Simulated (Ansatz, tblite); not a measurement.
Forces on Mg2O2 at its PBE0-D4/def2-TZVP geometry. The state is a singlet with charge 0.

The xTB rows come from tblite. The structure holds one bond between oxygen atoms, so isomers without such links may lie far lower. The restricted singlet is unstable towards broken spin symmetry in Hartree–Fock (as tested in another run); at PBE-D4/def2-TZVP this wasn't settled. Another isomer (singlet) lies 2.66 eV lower at PBE0-D4/def2-TZVP; other spin states weren't run for this one.

GFN1-xTB (tblite), largest force 1.08 eV/Å:

```xyz
4
positions Å, forces eV/Å
Mg   -0.947    0.803    1.229   -0.224   -0.032    0.361
Mg    0.970   -0.524   -1.355    0.194   -0.320   -0.201
O     0.641   -0.006    0.479   -0.871   -0.005   -0.645
O    -0.664   -0.273   -0.353    0.901    0.357    0.485
```

GFN2-xTB (tblite), largest force 1.89 eV/Å:

```
Mg 0.604 -0.729 -0.715
Mg -0.654 0.142 0.981
O -1.525 -0.023 -1.121
O 1.575 0.610 0.855
```

PBE-D4/def2-TZVP (Ansatz), largest force 1.00 eV/Å:

```
Mg -0.225 0.211 0.286
Mg 0.233 -0.106 -0.332
O 0.826 0.117 0.551
O -0.834 -0.222 -0.505
```
